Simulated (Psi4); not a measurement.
C₃H₇O (SMILES [CH2-]OCC), charge -1, singlet, at a GFN2-xTB geometry (a gas-phase anion, which may not be bound at this level); TPSS/6-31G in Psi4.

The Psi4 input:
```
memory 2 GB

molecule {
-1 1
  O     0.03611404   -0.77593725    0.00088671
  C     0.02606095    0.60066436   -0.00046830
  C     1.38198523   -1.38415851    0.00690185
  C    -1.40696629    1.14758787   -0.00677684
  H     0.56020300    1.00696541    0.89188748
  H     0.56739495    1.00526473   -0.88925576
  H     1.92930273   -0.90586634   -0.88026457
  H     1.92212424   -0.90416885    0.89754425
  H    -1.93120833    0.78992516   -0.89091279
  H    -1.93833386    0.79161013    0.87377814
  H    -1.40487439    2.23920543   -0.00781069
}

set basis 6-31g
set dft_radial_points 99

energy('tpss')
print_variables()
```

The log (banner, timings and long lists left out):

```
   => Loading Basis Set <=

    Name: 6-31G
    Role: ORBITAL
    Keyword: BASIS

         ---------------------------------------------------------
                                   SCF
               by Justin Turney, Rob Parrish, Andy Simmonett
                          and Daniel G. A. Smith
                              RKS Reference
         ---------------------------------------------------------

  ==> Geometry <==

    Molecular point group: c1
    Full point group: C1

    Geometry (in Angstrom), charge = -1, multiplicity = 1:

       Center              X                  Y                   Z               Mass
    ------------   -----------------  -----------------  -----------------  -----------------
         O            0.031153869034    -0.708409204331     0.000802204222    15.994914619570
         C            0.021100779034     0.668192405669    -0.000552805778    12.000000000000
         C            1.377025059034    -1.316630464331     0.006817344222    12.000000000000
         C           -1.411926460966     1.215115915669    -0.006861345778    12.000000000000
         H            0.555242829034     1.074493455669     0.891802974222     1.007825032230
         H            0.562434779034     1.072792775669    -0.889340265778     1.007825032230
         H            1.924342559034    -0.838338294331    -0.880349075778     1.007825032230
         H            1.917164069034    -0.836640804331     0.897459744222     1.007825032230
         H           -1.936168500966     0.857453205669    -0.890997295778     1.007825032230
         H           -1.943294030966     0.859138175669     0.873693634222     1.007825032230
         H           -1.409834560966     2.306733475669    -0.007895195778     1.007825032230

  Running in c1 symmetry.

  Rotational constants: A =      0.99291  B =      0.14120  C =      0.13290 [cm^-1]
  Rotational constants: A =  29766.63998  B =   4233.18065  C =   3984.32199 [MHz]
  Nuclear repulsion =  124.380357652237947

  Charge       = -1
  Multiplicity = 1
  Electrons    = 34
  Nalpha       = 17
  Nbeta        = 17

  ==> Algorithm <==

  SCF Algorithm Type is DF.
  DIIS enabled.
  MOM disabled.
  Fractional occupation disabled.
  Guess Type is SAD.
  Energy threshold   = 1.00e-06
  Density threshold  = 1.00e-06
  Integral threshold = 1.00e-12

  ==> Primary Basis <==

  Basis Set: 6-31G
    Blend: 6-31G
    Number of shells: 34
    Number of basis functions: 50
    Number of Cartesian functions: 50
[...]
   @DF-RKS iter   5:  -193.60981918629125   -9.54520e-03   4.24851e-04 DIIS/ADIIS
   @DF-RKS iter   6:  -193.60998155810231   -1.62372e-04   2.47827e-04 DIIS/ADIIS
   @DF-RKS iter   7:  -193.61005694745606   -7.53894e-05   3.73123e-05 DIIS
   @DF-RKS iter   8:  -193.61005822038675   -1.27293e-06   2.06325e-05 DIIS
   @DF-RKS iter   9:  -193.61005875791417   -5.37527e-07   2.85484e-06 DIIS
   @DF-RKS iter  10:  -193.61005876944205   -1.15279e-08   1.52589e-07 DIIS
  Energy and wave function converged.

  ==> Post-Iterations <==

   Electrons on quadrature grid:
      Ntotal   =   33.9999328503 ; deviation = -6.715e-05

    Orbital Energies [Eh]
    ---------------------

    Doubly Occupied:

[...]
    Virtual:

[...]
    Final Occupation by Irrep:
              A
    DOCC [    17 ]
    NA   [    17 ]
    NB   [    17 ]

  @DF-RKS Final Energy:  -193.61005876944205

   => Energetics <=

    Nuclear Repulsion Energy =            124.3803576522379473
    One-Electron Energy =                -515.0845597184168128
    Two-Electron Energy =                 224.8352844769002274
    DFT Exchange-Correlation Energy =     -27.7411411801634067
    Empirical Dispersion Energy =           0.0000000000000000
    VV10 Nonlocal Energy =                  0.0000000000000000
    Total Energy =                       -193.6100587694420483

Computation Completed

Properties will be evaluated at   0.000000,   0.000000,   0.000000 [a0]

Properties computed using the SCF density matrix

 Multipole Moments:

 ------------------------------------------------------------------------------------
     Multipole            Electronic (a.u.)      Nuclear  (a.u.)        Total (a.u.)
 ------------------------------------------------------------------------------------

 L = 1.  Multiply by 2.5417464519 to convert [e a0] to [Debye]
 Dipole X            :         -1.2828752           -0.3093210           -1.5921963
 Dipole Y            :         -1.8608466            4.2111139            2.3502673
 Dipole Z            :         -0.0034033           -0.0052699           -0.0086731
 Magnitude           :                                                    2.8388238

 ------------------------------------------------------------------------------------

  Variable Map:
  ----------------------------------------------------------------------------
[...]
  Array Variable Map:
  ----------------------------------------------------------------------------
[...]
[...]
```
